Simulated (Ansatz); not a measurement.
C₄H₃F₃O₂ (`O=CCC(=O)C(F)(F)F`). The species carries charge 0 and has multiplicity 1. The structure was optimised at the PBE0-D4/def2-TZVP level. It is one conformer, not always the lowest.

```xyz
12

O     1.783   -0.673    1.218
C     1.233   -1.301    0.363
C    -0.149   -0.993   -0.175
C    -0.738    0.245    0.445
O    -1.404    0.249    1.434
C    -0.449    1.567   -0.304
F    -0.759    2.625    0.416
F    -1.182    1.584   -1.430
F     0.835    1.645   -0.660
H     1.708   -2.189   -0.102
H    -0.082   -0.914   -1.265
H    -0.795   -1.845    0.058
```

What is the dipole moment at PBE/def2-TZVPP? (Best estimate.)

The calculation gave: 3.79 D, with components (-0.10, -2.71, -2.64) D in this frame, pointing from negative to positive charge.

And with r2SCAN, B3LYP, ωB97M-V? (Best estimate.)

The calculation gave: r2SCAN 3.97 D, B3LYP 4.04 D, ωB97M-V 4.04 D.

Give the Mulliken charges with PBE, B3LYP, ωB97M-V in def2-TZVPP. (Estimate.)

Computed: 
| atom | PBE | B3LYP | ωB97M-V |
| --- | --- | --- | --- |
| O1 | -0.19 | -0.23 | -0.24 |
| C2 | 0.04 | 0.07 | 0.08 |
| C3 | -0.08 | -0.11 | -0.15 |
| C4 | 0.08 | 0.14 | 0.13 |
| O5 | -0.17 | -0.20 | -0.21 |
| C6 | 0.38 | 0.50 | 0.47 |
| F7 | -0.10 | -0.14 | -0.13 |
| F8 | -0.13 | -0.18 | -0.16 |
| F9 | -0.12 | -0.17 | -0.15 |
| H10 | 0.07 | 0.09 | 0.10 |
| H11 | 0.10 | 0.11 | 0.13 |
| H12 | 0.11 | 0.12 | 0.13 |

B3LYP here is the variant with VWN-RPA as its local correlation; programs differ in this.
